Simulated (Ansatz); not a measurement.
Ge4H10Si, SMILES `[SiH2]1[GeH2][GeH2][GeH2][GeH2]1`. The species carries charge 0 and has multiplicity 1. Geometry: relaxed with PBE0-D4/def2-TZVP.

```xyz
15

Si    1.611    1.010    0.645
Ge    1.338   -1.358    0.664
Ge   -1.057   -1.704    0.365
Ge   -1.901    0.353   -0.642
Ge    0.064    1.743   -1.014
H     3.011    1.431    0.366
H     1.197    1.558    1.967
H     1.861   -2.018    1.952
H     2.088   -1.972   -0.534
H    -1.734   -1.946    1.726
H    -1.333   -2.921   -0.535
H    -2.861    1.056    0.335
H    -2.660    0.076   -1.951
H     0.633    1.446   -2.415
H    -0.258    3.245   -0.928
```

**Question.** What is the dipole moment at r2SCAN/def2-TZVPP? (Estimate.)

**Answer.** The calculation gave: 0.12 D, with components (0.09, 0.07, 0.04) D in this frame, pointing from negative to positive charge.

**Question.** And with PBE, B3LYP, ωB97M-V? (Estimate.)

**Answer.** Ansatz gave: PBE 0.07 D, B3LYP 0.14 D, ωB97M-V 0.14 D.

**Question.** Give the Mulliken charges with r2SCAN, B3LYP, PBE in def2-TZVPP. (Best estimate.)

**Answer.** The calculation gave: 
```tsv
atom	r2SCAN	B3LYP	PBE
Si1	0.10	0.09	0.03
Ge2	0.01	0.00	0.02
Ge3	0.00	0.00	0.01
Ge4	0.00	0.00	0.00
Ge5	0.01	0.00	0.02
H6	-0.06	-0.05	-0.04
H7	-0.05	-0.05	-0.04
H8	0.00	0.00	0.00
H9	0.00	0.00	0.00
H10	0.00	0.00	0.00
H11	0.00	0.00	0.00
H12	0.00	0.00	0.00
H13	0.00	0.00	0.00
H14	0.00	0.00	0.00
H15	0.00	0.00	0.00
```

B3LYP here is the variant with VWN-RPA as its local correlation; programs differ in this.
